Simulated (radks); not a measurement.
Initial-state core-level shifts of neutral potassium when its valence configuration changes from [Ar] 4s1. Calculated with a radial shooting solver on a logarithmic mesh with Libxc functionals: scalar-relativistic Kohn-Sham, r2SCAN, spin-unpolarised, spherical densities, finite nucleus; meta-GGA in the generalised Kohn-Sham scheme; Fermi nuclear charge, rms radius 3.4349 fm. Shifts are changes of the shell-averaged eigenvalues in eV (positive: less bound); the change of the density at the nucleus, which sets a Mossbauer isomer shift, is in e/bohr^3, on a base of 5206.

valence,1s,2p,3s,3p,density at nucleus
3d1,-1.982,-1.909,-1.864,-1.864,-0.9777
4p1,-1.518,-1.513,-1.499,-1.477,-0.9581
3d0.5 4s0.5,-1.271,-1.246,-1.220,-1.217,-0.4100
4s0.5 4p0.5,-0.777,-0.774,-0.767,-0.757,-0.4950
3d0.5 4p0.5,-1.757,-1.718,-1.687,-1.677,-0.9669
